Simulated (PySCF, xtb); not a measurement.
Si(Cl)3(OSiH3) (Cl3H3OSi2), SMILES [SiH3]O[Si](Cl)(Cl)Cl.

xtb with GFN2-xTB at its own geometry gives an orbital gap of 6.11 eV and a dipole moment of 2.67 D.

Geometry: PBE0-D3(BJ)/def2-SVP. The values are those of a single conformer.

What does r2SCAN/def2-TZVP (PySCF) give? (An estimate is asked for; the answer gives what the named calculation found.)

gap 7.27 eV (levels -8.25 and -0.98 eV), dipole 1.48 D.
